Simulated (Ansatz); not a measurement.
System: HSeO, charge 0, doublet. HSeO (SMILES [O][SeH], doublet).
B3LYP-D3(BJ)/def2-TZVP minimum from Ansatz (a first-principles code):
```xyz
3

Se    -0.2157     0.0706     0.2048
H     -1.3302     0.1492    -0.8021
O      1.0829    -0.3188    -0.7703
```
Charge 0, spin multiplicity 2.

Hartree-Fock and CCSD(T) correlation energies in hartree (Ansatz). UHF or UKS for unpaired electrons; spin-orbit terms are left out. Cores are frozen in correlated methods (noble-gas shells, and filled d and f shells in the p block). No relativity. The UHF reference of HOSe ([O][SeH], doublet) is spin-contaminated (<S^2> up to 0.03 over the pure value in the sets run).

```json
[
 {"basis": "cc-pVTZ", "X": "3", "E(HF)": "-2475.30133", "E(corr, CCSD(T))": "-0.41077"},
 {"basis": "cc-pVQZ", "X": "4", "E(HF)": "-2475.31210", "E(corr, CCSD(T))": "-0.44254"},
 {"basis": "cc-pV5Z", "X": "5", "E(HF)": "-2475.31436", "E(corr, CCSD(T))": "withheld"}
]
```

Question: Fit E(corr) = E∞ + A/X³ to X = 3 and 4, predict X = 5, and compare with the run.

Answer: A = (-0.41077 - (-0.44254))/(1/27 - 1/64) = 1.4837; E∞ = -0.44254 - A/64 = -0.46572; at X = 5, E∞ + A/125 = -0.45385. The run gave -0.45404, 0.19 mEh below the prediction. The same form on X = 4 and 5 gives E∞ = -0.46611, 0.38 mEh below the first estimate.
